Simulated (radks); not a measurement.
The numbers below are computed, except where a source is named.
Isoelectronic series with 14 electrons, all held in the configuration [Ne] 3s2 3p2, which need not be the ground one along the series. Level of theory: Dirac Kohn-Sham, LDA (Slater exchange, Perdew-Wang correlation), spin-unpolarised, spherical densities, finite nucleus; open shells fill j = l - 1/2 first; Fermi nuclear charge, rms radius of each element as measured or else 0.836 A^(1/3) + 0.57 fm (a radial shooting solver on a logarithmic mesh with Libxc functionals). Total energies (hartree) and mean radii <r> (bohr) (* marks an orbital that is empty in some or all of the ions):

ion	E (hartree)	3p3/2*	3p1/2	3s1/2
Si	-288.82337	2.799	2.789	2.158
K5+	-592.24851	1.196	1.191	1.140
Cr10+	-1009.50769	0.7939	0.7890	0.7884
Cu15+	-1542.00532	0.5978	0.5926	0.6040
Se20+	-2191.79706	0.4801	0.4743	0.4892
Ru30+	-3854.32830	0.3444	0.3374	0.3529
In35+	-4874.16727	0.3016	0.2939	0.3088
Xe40+	-6025.66520	0.2680	0.2597	0.2738
